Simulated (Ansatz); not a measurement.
`[Br][SnH2][Br]` and `[Br][GeH2][Br]` differ in one element.

Ansatz, PBE0-D4/def2-TZVP geometries, multiplicity 1. 

Elements past krypton have def2 core potentials. Scalar relativity is left out up to krypton.

```json
{"property": "LUMO energy (PBE0/def2-TZVPP) / eV", "`[Br][SnH2][Br]`": "-1.73"}
{"property": "size of the dipole moment (ωB97M-V/def2-TZVPP) / D", "`[Br][SnH2][Br]`": "2.31"}
{"property": "HOMO–LUMO gap (ωB97M-V/def2-TZVPP) / eV", "`[Br][SnH2][Br]`": "10.80"}
{"property": "HOMO energy (ωB97M-V/def2-TZVPP) / eV", "`[Br][SnH2][Br]`": "-10.65"}
{"property": "HOMO–LUMO gap (PBE0/def2-TZVPP) / eV", "`[Br][SnH2][Br]`": "6.73"}
{"property": "HOMO energy (PBE/def2-TZVPP) / eV", "`[Br][SnH2][Br]`": "-7.19"}
```

What does the change do to each property? (Estimate.)

Computed: 
| property | `[Br][GeH2][Br]` | shift |
| --- | --- | --- |
| LUMO energy (PBE0/def2-TZVPP) / eV | -1.27 | 0.46 |
| size of the dipole moment (ωB97M-V/def2-TZVPP) / D | 1.76 | -0.55 |
| HOMO–LUMO gap (ωB97M-V/def2-TZVPP) / eV | 11.35 | 0.55 |
| HOMO energy (ωB97M-V/def2-TZVPP) / eV | -10.69 | -0.04 |
| HOMO–LUMO gap (PBE0/def2-TZVPP) / eV | 7.25 | 0.52 |
| HOMO energy (PBE/def2-TZVPP) / eV | -7.23 | -0.04 |

With PBE0 the HOMO falls by 0.06 eV and the LUMO rises by 0.46 eV, so the gap widens by about 0.52 eV. PBE moves the HOMO by -0.04 eV and ωB97M-V by -0.04 eV. Dipoles are sizes alone; their direction can turn.

Spin–orbit coupling is left out; it splits and shifts lone-pair levels of the heavy atoms by tenths of an eV.
